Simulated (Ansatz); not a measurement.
`OC(F)[SiH3]` + HCl → `OC(F)Cl` + SiH₄ at 298.15 K and 1 bar (substitution at a C–Si bond).

Gas-phase electronic energies from Ansatz, PBE0-D4/def2-TZVP geometries. CBS: MP2 limit from def2 TZ/QZ plus the TZ coupled-cluster correction, frozen cores. This one scheme is used for every species. Each species was taken in one conformer, which may not be the lowest.

| species | CCSD(T)/CBS energy (Eh) | H − E (kJ/mol) | S (J/(mol·K)) |
| --- | --- | --- | --- |
| `OC(F)[SiH3]` | -505.08050 | 172.8 | 311.6 |
| HCl | -460.38127 | 26.6 | 186.8 |
| `OC(F)Cl` | -673.99326 | 107.5 | 286.0 |
| SiH₄ | -291.46306 | 92.1 | 204.8 |

H − E and S are ideal-gas, rigid-rotor, harmonic terms from PBE0-D4/def2-TZVP, for one conformer and one mirror image of each species. 1 Eh = 2625.50 kJ/mol, R = 8.31446 J/(mol·K).

Q: By hand: ΔE, ΔH, ΔS and ΔG.

A: ΔE = (-673.99326) + (-291.46306) − (-505.08050) − (-460.38127) = 0.00545 Eh = 14.3 kJ/mol. Δ(H − E) = 107.5 + 92.1 − 172.8 − 26.6 = 0.2, so ΔH = 14.5 kJ/mol. ΔS = 286.0 + 204.8 − 311.6 − 186.8 = -7.6 J/(mol·K). ΔG = 14.5 − 298.15 × (-7.6)/1000 = 16.8 kJ/mol.

Q: By hand: the equilibrium constant, and the temperature at which ΔG would vanish if ΔH and ΔS stayed fixed.

A: log₁₀ K = −ΔG/(RT ln 10) = -2.9. ΔH and −TΔS have one sign here, so there is no such temperature.

The number of gas molecules stays the same, so ΔS is small and ΔH decides. A doubt of 5 kJ/mol in ΔE shifts log₁₀ K by 0.9 here. Other conformers and mirror images would add mixing entropy, several J/(mol·K) or more a flexible species. These are equilibria of isolated gas molecules and say nothing of rates. Largest T1 diagnostic: 0.012 (customary marks: 0.02 for closed shells, 0.045 for open ones).

ΔS is within the doubt of such terms, so its sign, and with it that verdict, could turn.
